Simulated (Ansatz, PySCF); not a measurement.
Pair of molecules: HCl (SMILES Cl) (first 2 atoms) with C2H3N (SMILES CC#N); geometry from B3LYP-D3(BJ)/def2-TZVP, rigid monomers moved along the line of their centres of mass till H2···N5 is 2.25 Å.
(charge 0, multiplicity 1):
```xyz
8

Cl     0.24531     1.00911    -1.14696
H      0.25031     0.59688     0.08579
C      0.26786    -0.94178     4.68774
C      0.26281    -0.48129     3.31019
N      0.25913    -0.11729     2.22225
H     -0.42609    -1.77427     4.80488
H      1.26843    -1.27301     4.96611
H     -0.03484    -0.13234     5.35220
```

Interaction energies are E(AB) − E(A) − E(B) at the monomers' geometry in the complex; basis-set methods are counterpoise corrected. Rows marked so take none.

Rows in 3-21G, 6-31G* carry no dispersion term and start afresh at each structure (6-31G* with six Cartesian d functions).

Run with Ansatz (Gaussian orbitals); PySCF for 3-21G rows, 6-31G* rows. Each number belongs to the level named beside it.

Question: One of these levels gives -200.9 meV for the interaction energy. Name it.
A. HF/6-31G*
B. r2SCAN/def2-TZVPPD
C. HF/3-21G (no counterpoise)
D. HF/aug-cc-pV(D+d)Z

Answer: A, HF/6-31G*. The others give -324.2 (HF/3-21G (no counterpoise)), -183.6 (HF/aug-cc-pV(D+d)Z), -230.5 (r2SCAN/def2-TZVPPD)

Ansatz is an electronic-structure program.
